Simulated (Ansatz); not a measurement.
Job for Ansatz (a quantum-chemistry and plane-wave program): U-r2SCAN/def2-TZVPP on I2, a point of a bond scan (R = 4.042 Å). Elements past Kr take the def2 small-core potentials; no spin–orbit coupling.

Ansatz 0.2 input:
```yaml
crystal:
  periodic: [false, false, false]
  atoms:
    - {symbol: I, position_ang: [-0.00000000, -0.00000000, -1.34740410]}
    - {symbol: I, position_ang: [0.00000000, 0.00000000, 2.69480820]}
basis:
  gaussian:
    orbitals: def2-TZVPP
hamiltonian:
  xc: {name: r2SCAN}
magnetization: {spin_polarized: true, initial_magnetization: 0}
```

Q: Give the final energy of this run.

A: -595.5970 hartree. Its determinant has ⟨S²⟩ = 0.94, a mixture of spin states.

Q: How many basis functions does it have, and what does it roughly cost on one machine?

A: 100 functions; very roughly 60 core-seconds.
